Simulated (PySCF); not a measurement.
Isomers of C4H11NSi2. Method used: TDDFT CAM-B3LYP/def2-SVPD, vertical, gas phase, core orbitals frozen in the response in PySCF 2.14.0, density-fitted response routines. Geometries: GFN2-xTB; one conformer of each isolated species. Triplets are in the Tamm–Dancoff approximation.

A. `C=C/C=C\N([SiH3])[SiH3]`
B. `CCC[SiH2][SiH2]C#N`
C. `[SiH2]1CC=C[Si@H]1NC`

Lowest singlet levels (six at most, fewer where fewer were computed) with oscillator strengths:

1. 5.13 eV (f 0.011); 5.90 eV (f 0.021); 6.09 eV (f 0.001); 6.26 eV (f 0.008); 6.50 eV (f 0.096); 6.80 eV (f 0.011); T1 4.34 eV
2. 4.93 eV (f 0.529); 5.39 eV (f 0.006); 6.08 eV (f 0.028); 6.23 eV (f 0.003); 6.36 eV (f 0.007); 6.59 eV (f 0.033); T1 2.96 eV
3. 6.99 eV (f 0.009); 7.08 eV (f 0.040); 7.34 eV (f 0.016); 7.53 eV (f 0.037); 7.59 eV (f 0.095); 7.81 eV (f 0.003); T1 5.90 eV

Question: Match each spectrum to its molecule.

Answer: 1 = C, 2 = A, 3 = B.
- A: S1 at 4.93 eV, HOMO→LUMO (96%); Löwdin shares by element: HOMO carbon 55% or more, nitrogen 19% (atoms not listed hold the other 25%); LUMO carbon 66% (atoms not listed hold the other 34%); HOMO -7.17 and LUMO 0.30 eV.
- B: S1 at 6.99 eV, HOMO→LUMO+1 (48%); Löwdin shares by element: HOMO silicon 42%, carbon 26% or more (atoms not listed hold the other 33%); LUMO silicon 43%, carbon 15% or more, nitrogen 13% (atoms not listed hold the other 29%); HOMO -9.83 and LUMO 0.43 eV.
- C: S1 at 5.13 eV, HOMO→LUMO (94%); Löwdin shares by element: HOMO nitrogen 43%, silicon 26%, carbon 7% or more (atoms not listed hold the other 24%); LUMO silicon 32%, carbon 31% or more (atoms not listed hold the other 38%); HOMO -7.68 and LUMO 0.67 eV.
